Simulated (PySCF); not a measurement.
Deuteron quadrupole couplings in `CCC[SiH2][SiH]([SiH3])[SiH3]`

Compound: C3H16Si4.
Numbering: `[CH3:1][CH2:2][CH2:3][SiH2:4][SiH:5]([SiH3:6])[SiH3:7]` (hydrogens: H8, H9, H10 on C1; H11, H12 on C2; H13, H14 on C3; H15, H16 on Si4; H17 on Si5; H18, H19, H20 on Si6; H21, H22, H23 on Si7)

Structure used (PBE0-D3(BJ)/def2-SVP), in Å, numbered top down from 1:
```
atom  x, y, z in Å
C1     3.536    0.146    0.633
C2     2.375   -0.073   -0.326
C3     1.044   -0.311    0.388
Si4   -0.431   -0.572   -0.765
Si5   -2.399   -0.884    0.469
Si6   -2.791    1.043    1.744
Si7   -4.236   -1.265   -0.933
H8     3.682   -0.729    1.287
H9     3.355    1.017    1.283
H10    4.479    0.321    0.094
H11    2.597   -0.931   -0.984
H12    2.282    0.799   -0.997
H13    1.115   -1.192    1.049
H14    0.808    0.541    1.050
H15   -0.196   -1.755   -1.656
H16   -0.621    0.626   -1.646
H17   -2.233   -2.050    1.400
H18   -4.027    0.909    2.575
H19   -2.957    2.213    0.825
H20   -1.633    1.320    2.652
H21   -5.491   -1.418   -0.133
H22   -4.035   -2.499   -1.753
H23   -4.400   -0.099   -1.856
```

Level: PBE0/pcSseg-1 (PySCF, non-relativistic); Q(2H) = 0.00286 b; rigid geometry, the same for H and D, with no vibrational averaging.

**Question.** Rank these positions by the coupling χzz of a deuteron there, largest first.
A. H19 (Si–H hydrogen)
B. H12 (methylene hydrogen)
C. H8 (methyl hydrogen)

**Answer.** C (195 kHz), B (190 kHz), A (95 kHz).

**Question.** What are Vzz, η and χzz (234.96 MHz × Q × Vzz) at all hydrogens?

**Answer.** 
```
atom  bonded to  bond length (Å)  Vzz (au)     η  χzz (kHz)
  H8         C1            1.101    0.2908  0.02        195
  H9         C1            1.102    0.2898  0.03        195
 H10         C1            1.101    0.2929  0.02        197
 H11         C2            1.104    0.2824  0.03        190
 H12         C2            1.104    0.2823  0.03        190
 H13         C3            1.105    0.2876  0.03        193
 H14         C3            1.105    0.2867  0.03        193
 H15        Si4            1.499    0.1396  0.02         94
 H16        Si4            1.499    0.1394  0.02         94
 H17        Si5            1.501    0.1423  0.00         96
 H18        Si6            1.496    0.1415  0.01         95
 H19        Si6            1.496    0.1408  0.01         95
 H20        Si6            1.497    0.1410  0.01         95
 H21        Si7            1.496    0.1411  0.01         95
 H22        Si7            1.496    0.1414  0.01         95
 H23        Si7            1.496    0.1408  0.01         95
```

**Question.** Average by the element that carries the hydrogen.

**Answer.** on C: 193 kHz over 7 positions, mean bond length 1.103 Å; on Si: 95 kHz over 9 positions, mean bond length 1.497 Å.

Geometry: PBE0-D3(BJ)/def2-SVP, one conformer, isolated molecule. A larger basis could move these couplings by a tenth or more.

These values come from a run that also computed NMR shieldings. Hardware: Arm Neoverse N1, one thread, shared host with 64 logical CPUs at a one-minute load of 55. Cost: 83 s, 1.1 GiB resident at most.
